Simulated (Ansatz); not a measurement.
`[Br][Au]` + CH₃SH → `C[S][Au]` + HBr at 400 K and 1 bar (ligand exchange at the Au–Br bond).

Computed with Ansatz on PBE0-D4/def2-TZVP structures; ΔE is electronic, products minus reactants. CBS: MP2 limit from def2 TZ/QZ plus the TZ coupled-cluster correction, frozen cores. This one scheme is used for every species. Elements past krypton have def2 core potentials. For Au, Br outer-core shells are correlated without core-valence functions, which leaves a few kJ/mol of doubt a bond. Scalar relativity is left out up to krypton.

```json
{"species": "`[Br][Au]`", "CCSD(T)/CBS energy (Eh)": "-2708.86234", "H − E (kJ/mol)": "15.2", "S (J/(mol·K))": "273.9"}
{"species": "CH₃SH", "CCSD(T)/CBS energy (Eh)": "-438.22835", "H − E (kJ/mol)": "138.7", "S (J/(mol·K))": "269.4"}
{"species": "`C[S][Au]`", "CCSD(T)/CBS energy (Eh)": "-573.16596", "H − E (kJ/mol)": "123.0", "S (J/(mol·K))": "332.5"}
{"species": "HBr", "CCSD(T)/CBS energy (Eh)": "-2573.91920", "H − E (kJ/mol)": "27.6", "S (J/(mol·K))": "207.2"}
```

H − E and S are ideal-gas, rigid-rotor, harmonic terms from PBE0-D4/def2-TZVP. 1 Eh = 2625.50 kJ/mol, R = 8.31446 J/(mol·K).

Question: By hand: ΔE, ΔH, ΔS and ΔG.

Answer: ΔE = (-573.16596) + (-2573.91920) − (-2708.86234) − (-438.22835) = 0.00553 Eh = 14.5 kJ/mol. Δ(H − E) = 123.0 + 27.6 − 15.2 − 138.7 = -3.3, so ΔH = 11.2 kJ/mol. ΔS = 332.5 + 207.2 − 273.9 − 269.4 = -3.6 J/(mol·K). ΔG = 11.2 − 400 × (-3.6)/1000 = 12.6 kJ/mol.

Question: By hand: the equilibrium constant, and the temperature at which ΔG would vanish if ΔH and ΔS stayed fixed.

Answer: log₁₀ K = −ΔG/(RT ln 10) = -1.6. ΔH and −TΔS have one sign here, so there is no such temperature.

The number of gas molecules stays the same, so ΔS is small and ΔH decides. A doubt of 5 kJ/mol in ΔE shifts log₁₀ K by 0.7 here. These are equilibria of isolated gas molecules and say nothing of rates. Largest T1 diagnostic: 0.025 (customary marks: 0.02 for closed shells, 0.045 for open ones).

ΔS is within the doubt of such terms, so its sign, and with it that verdict, could turn.
